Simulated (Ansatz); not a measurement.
trans-PdH2(NH3)2 (PdN₂H₈) was relaxed with r2SCAN-D4 (def2-SVP) in Ansatz in these states: neutral singlet, neutral triplet. The geometries follow in no particular order.

In the def2 sets Pd takes a core potential; there is no spin–orbit coupling.

A:

```xyz
11

Pd    0.0048    0.0077    0.0005
H    -0.0285    1.3317    0.9966
N     1.2308   -1.2262    1.4109
H     1.6151   -2.0931    1.0322
H     0.8097   -1.4417    2.3159
H     2.0199   -0.6046    1.5902
H     1.2430    0.2176   -1.0807
N    -1.5584    0.8095   -1.3883
H    -1.7235    0.2815   -2.2469
H    -1.1464    1.7025   -1.6613
H    -2.4666    1.0152   -0.9689
```

B:

```xyz
11

Pd   -0.003    0.002   -0.001
H    -1.358    0.789   -0.518
N     1.160    1.427   -0.914
H     2.079    1.506   -0.480
H     0.710    2.342   -0.903
H     1.300    1.165   -1.891
H     1.352   -0.786    0.518
N    -1.162   -1.425    0.914
H    -1.221   -1.217    1.912
H    -0.747   -2.353    0.821
H    -2.111   -1.450    0.542
```

Question: Judge from the bond lengths which geometry belongs to which state (an estimate).

Answer: A is the neutral triplet (Pd1–N8 2.240 Å, Pd1–N3 2.239 Å, Pd1–H2 1.657 Å); B is the neutral singlet (Pd1–N8 2.053 Å, Pd1–N3 2.053 Å, Pd1–H2 1.650 Å).

At PBE0-D4/def2-TZVP a singlet lies 1.54 eV below the neutral triplet. The name describes the singlet; other states may take another shape.
